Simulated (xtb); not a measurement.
Cl₂Pb, charge -1, doublet, geometry from GFN2-xTB (such geometries of metal compounds can be far from the true shape) (a state made from the parent by changing its charge; the spin is typed, not shown lowest); GFN2-xTB with GBSA(thf) (xtb).

Input for xtb:
```
$ xtb mol.xyz --gfn 2 --chrg -1 --uhf 1 --gbsa thf --json

# file mol.xyz
3

Pb     0.00704312    -0.01025569     0.42593907
Cl     1.47900338     1.68337558    -1.01206530
Cl    -1.51297608    -1.63390696    -1.04246435
```

Q: What does xtb print? Leave out banner, timings and long lists.

A: 
```
   ID    Z sym.   atoms
    1   82 Pb     1
    2   17 Cl     2, 3

           -------------------------------------------------
          |                Calculation Setup                |
           -------------------------------------------------

           -------------------------------------------------
          |                 G F N 2 - x T B                 |
           -------------------------------------------------

      * Solvation model:               GBSA
        Solvent                        thf
        Parameter file                 internal GFN2-xTB/GBSA
        Dielectric constant                7.6000E+00
        Reference state                gsolv [1 M gas/solution]
        Free energy shift                  3.3994E-03 Eh       2.1331E+00 kcal/mol
        Temperature                        2.9815E+02 K
        Density                            8.8300E-01 kg/L
        Solvent mass                       7.2106E+01 g/mol
        Interaction kernel             Still
        Born radius scaling (c1)           1.5128E+00
        Born radii integrator          GBOBC
        Born offset                        6.0704E-04 a0       1.1471E-03 AA
        H-bond correction              true
        Ion screening                  false
        Surface tension                    1.0000E-05 Eh       1.5569E+01 dyn/cm
        Grid points                               230 per atom

          ...................................................
          :                      SETUP                      :
          :.................................................:
          :  # basis functions                  24          :
          :  # atomic orbitals                  22          :
          :  # shells                            8          :
          :  # electrons                        19          :
          :  max. iterations                   250          :
          :  Hamiltonian                  GFN2-xTB          :
          :  restarted?                      false          :
          :  GBSA solvation                   true          :
          :  PC potential                    false          :
          :  electronic temp.          300.0000000     K    :
          :  accuracy                    1.0000000          :
          :  -> integral cutoff          0.2500000E+02      :
          :  -> integral neglect         0.1000000E-07      :
          :  -> SCF convergence          0.1000000E-05 Eh   :
          :  -> wf. convergence          0.1000000E-03 e    :
          :  Broyden damping             0.4000000          :
          :  net charge                         -1          :
          :  unpaired electrons                  1          :
          ...................................................

 iter      E             dE          RMSdq      gap      omega  full diag
   1    -11.7825328 -0.117825E+02  0.229E+01    1.81       0.0  T
   2    -11.7871646 -0.463182E-02  0.124E+01    1.91       1.0  T
   3    -11.7880243 -0.859655E-03  0.776E-01    1.99       1.0  T
   4    -11.7881841 -0.159859E-03  0.234E-01    1.97       1.0  T
   5    -11.7881943 -0.102016E-04  0.148E-01    1.97       1.0  T
   6    -11.7882127 -0.183550E-04  0.412E-02    1.97       1.4  T
   7    -11.7882133 -0.615693E-06  0.450E-03    1.97      12.8  T
   8    -11.7882133 -0.268177E-09  0.160E-03    1.97      36.0  T
   9    -11.7882133 -0.180556E-09  0.192E-04    1.97     300.1  T
  10    -11.7882133 -0.249702E-10  0.109E-04    1.97     532.0  T

   *** convergence criteria satisfied after 10 iterations ***

         :::::::::::::::::::::::::::::::::::::::::::::::::::::
         ::                     SUMMARY                     ::
         :::::::::::::::::::::::::::::::::::::::::::::::::::::
         :: total energy             -11.788071264153 Eh    ::
         :: total w/o Gsasa/hb       -11.784313042544 Eh    ::
         :: gradient norm              0.007306803511 Eh/a0 ::
[...]
         :::::::::::::::::::::::::::::::::::::::::::::::::::::

           -------------------------------------------------
          |                Property Printout                |
           -------------------------------------------------

    * Orbital Energies and Occupations

         #    Occupation            Energy/Eh            Energy/eV
      -------------------------------------------------------------
         1        2.0000           -0.9962025             -27.1080
         2        2.0000           -0.9960782             -27.1047
         3        2.0000           -0.8502813             -23.1373
         4        2.0000           -0.4001772             -10.8894
         5        2.0000           -0.3870153             -10.5312
         6        2.0000           -0.3835318             -10.4364
         7        2.0000           -0.3789861             -10.3127
         8        2.0000           -0.3778759             -10.2825
         9        2.0000           -0.3773768             -10.2689
        10        1.0000           -0.2411417              -6.5618 (HOMO)
        11                         -0.1687863              -4.5929 (LUMO)
        12                         -0.0734282              -1.9981
        13                          0.1092603               2.9731
        14                          0.1098448               2.9890
        15                          0.1101930               2.9985
        16                          0.1104612               3.0058
        17                          0.1109551               3.0192
        18                          0.1109703               3.0197
        19                          0.1114849               3.0337
        20                          0.1120609               3.0493
        21                          0.1200675               3.2672
        22                          0.1202628               3.2725
      -------------------------------------------------------------
                  HL-Gap            0.0723554 Eh            1.9689 eV
             Fermi-level           -0.2571116 Eh           -6.9964 eV

     #   Z          covCN         q      C6AA      α(0)
     1  82 Pb       1.574     0.432   439.506    44.011
     2  17 Cl       0.787    -0.716   123.773    17.019
     3  17 Cl       0.787    -0.716   123.773    17.019

 Mol. C6AA /au·bohr⁶  :       1838.380990
 Mol. C8AA /au·bohr⁸  :     163692.196871
 Mol. α(0) /au        :         78.048774

Wiberg/Mayer (AO) data.
largest (>0.10) Wiberg bond orders for each atom

 ---------------------------------------------------------------------------
     #   Z sym  total        # sym  WBO       # sym  WBO       # sym  WBO
 ---------------------------------------------------------------------------
     1  82 Pb   0.998 --     3 Cl   0.499     2 Cl   0.499
     2  17 Cl   0.511 --     1 Pb   0.499
     3  17 Cl   0.511 --     1 Pb   0.499
 ---------------------------------------------------------------------------

Topologies differ in total number of bonds
Writing topology from bond orders to xtbtopo.mol

molecular dipole:
                 x           y           z       tot (Debye)
 q only:        0.052      -0.075       3.127
   full:        0.052      -0.076       3.143       7.993
molecular quadrupole (traceless):
                xx          xy          yy          xz          yz          zz
 q only:       -1.851     -19.029      -5.789      -0.301      -0.009       7.640
  q+dip:       -2.530     -20.855      -6.846      -0.305      -0.046       9.376
   full:       -3.784     -18.244      -7.557      -0.189      -0.153      11.341

           -------------------------------------------------
          | TOTAL ENERGY              -11.788071264153 Eh   |
          | GRADIENT NORM               0.007306803511 Eh/α |
          | HOMO-LUMO GAP               1.968890939405 eV   |
           -------------------------------------------------

normal termination of xtb
```
